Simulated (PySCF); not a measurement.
**C4H9FSi: full NMR table**

```yaml
Formula: C4H9FSi
SMILES: C[Si@H]1C[C@@H](F)C1
InChI: InChI=1S/C4H9FSi/c1-6-2-4(5)3-6/h4,6H,2-3H2,1H3/t4-,6+
Point_group_of_the_computed_structure: Cs
Degrees_of_unsaturation: 1
Carbon_signals: 3
Proton_signals: 5
```

Bonds (- single, = double, # triple, : aromatic): C1-Si2 1.893 Å, Si2-C3 1.915 Å, C3-C4 1.533 Å, C4-F5 1.380 Å, C4-C6 1.533 Å, C6-Si2 1.915 Å. C1 carries H7, H8, H9; Si2 carries H10; C3 carries H11, H12; C4 carries H13; C6 carries H14, H15. Stereochemistry as in C[Si@H]1C[C@@H](F)C1. H12, H15 are cis to C1 on the ring; H11, H14 are trans to C1 on the ring.

No solvent model, equivalent nuclei averaged, relativity neglected, a single conformation. Shielding tensors at PBE0/pcSseg-1 (GIAO); coordinates at the GFN2-xTB level; PySCF 2.14.

Referencing at the same level of theory: ¹H and ¹³C and ²⁹Si against TMS; ¹⁹F vs CFCl3.

| carbon | δC, type | δH (multiplicity) | HMBC from (2–3 bonds) | span of the C tensor (ppm) |
| --- | --- | --- | --- | --- |
| C1 | -1.9, CH3 | 0.39 (d) | H10, H11/H14, H12/H15 | 9 |
| C3/C6 | 26.5, CH2 | H11 2.02 (m); H12 1.77 (m) | H13, H10, H11/H14, H12/H15, H7/H8/H9 | 55 |
| C4 | 88.0, CH | 5.21 (m) | H10, H11/H14, H12/H15 | 90 |

Other nuclei:
| atoms | nucleus | environment | δ (ppm) | σ (ppm) |
| --- | --- | --- | --- | --- |
| H10 | ¹H | hydrogen on a silicon bonded to 3 C, in a 4-membered ring | 4.51 | 27.20 |
| F5 | ¹⁹F | fluorine on an sp3 carbon | -158.4 | 329.4 |
| Si2 | ²⁹Si | silicon bonded to 3 C, H, in a 4-membered ring | -37.3 | 386.5 |

- Carbon types of the structure: 1 × CH, 2 × CH2, 1 × CH3, leaving 1 H on heteroatoms.
- δC 88.0: sp3 CH bonded to F; deshielded by the electronegative neighbour.
- δC -1.9: methyl carbon bonded to Si; an electropositive neighbour leaves it electron-rich and shielded.
- δH 5.21: hydrogen on an sp3 CH bonded to F; its carbon carries F, hence the downfield position.
- δH 2.02, 1.77: hydrogen on an sp3 CH2 bonded to Si.
- δH 0.39: hydrogen on a methyl carbon bonded to Si; an electropositive neighbour shields it, as in TMS itself.

Splittings by ¹⁹F in the carbon and heteronuclear signals aren't shown, as no couplings were computed. Shifts are as computed. Against solution values, carbons near 30 ppm lie about +3 ppm off and those near 130 ppm about +5 ppm. Of 1211 compounds with measured shifts, 218 miss one by over three times the rms of a fit or turn the order of signals round; such compounds aren't used in these exercises. Unscaled 19F shifts against computed CFCl3 carry errors that often reach 10 to 50 ppm. Multiplicities follow the n + 1 count of equivalent neighbours, as no J values were calculated; m marks all less simple cases, F and P coupling included.
